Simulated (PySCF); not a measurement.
Species: C₂H₅O₂Si (doublet state).
Atom-mapped SMILES: `[CH3:1][O:2][SiH:3][CH:4]=[O:5]` (hydrogens: H6, H7, H8 on C1; H9 on Si3; H10 on C4)

Cartesian coordinates in Å at the GFN2-xTB level; atoms count from 1:
```xyz
10
C2H5O2Si angstrom
C     -1.5731    0.5058    0.0318
O     -0.8781   -0.7113    0.1352
Si     0.6675   -1.0942   -0.0796
C      1.9025    0.1561   -0.6215
O      1.5398    1.3315   -0.8192
H     -2.4380    0.3531   -0.6160
H     -1.9160    0.7986    1.0259
H     -0.9409    1.2915   -0.3788
H      0.6888   -2.5017    0.2121
H      2.9564   -0.1248   -0.7653
```

The hyperfine couplings belong to this conformer and change with its torsions.

Computed with UKS B3LYP, pcH-1 on C H O Si, non-relativistic, mean-field spin-orbit, GIAO (PySCF). The structure is a single GFN2-xTB conformer in the gas phase; no vibrational or solvent corrections. The geometry wasn't refined by DFT: couplings that depend on bond lengths, twists or pyramidal angles can differ widely from those at the functional's own minimum, by a factor of two or more for some ions and for spin on atoms past the first row. Stability of the SCF solution: not tested.

Mulliken spin populations: C1 -0.008, O2 +0.062, Si3 +0.627, C4 +0.055, O5 +0.294, H6 +0.004, H7 +0.005, H8 -0.001, H9 -0.028, H10 -0.010.

Question: Give the computed dipolar 1H tensors of H6, H7, H8, H10.

Answer: 
```tsv
atom	position	distance from Si3 (Å)	T1 (MHz)	T2	T3
H6	3 bonds from Si3	3.47	-1.63	-1.29	2.92
H7	3 bonds from Si3	3.39	-1.68	-1.26	2.95
H8	3 bonds from Si3	2.89	-2.66	-0.54	3.20
H10	2 bonds from Si3	2.58	-3.60	-1.81	5.40
```

Question: Estimate them with point dipoles: put each population ρk at its nucleus, leave out the nucleus itself and the atom bound to it, and sum T = Σ [ρk/(2S)]·C·(3 n nᵀ − 1)/r³ with C = μ0 gₑ μB g_N μN/(4π h) = 79.06 MHz Å³.

Answer: 
| atom | T1 (MHz) | T2 | T3 | T3, computed | difference in T3 (%) |
| --- | --- | --- | --- | --- | --- |
| H6 | -1.97 | -1.70 | 3.67 | 2.92 | +26 |
| H7 | -2.13 | -1.67 | 3.80 | 2.95 | +29 |
| H8 | -4.19 | -0.58 | 4.77 | 3.20 | +49 |
| H10 | -5.67 | -0.19 | 5.86 | 5.40 | +9 |

In T3 the estimate is closest for H10 (+9 %, 2.58 Å from Si3) and worst for H8 (+49 %, 2.89 Å).
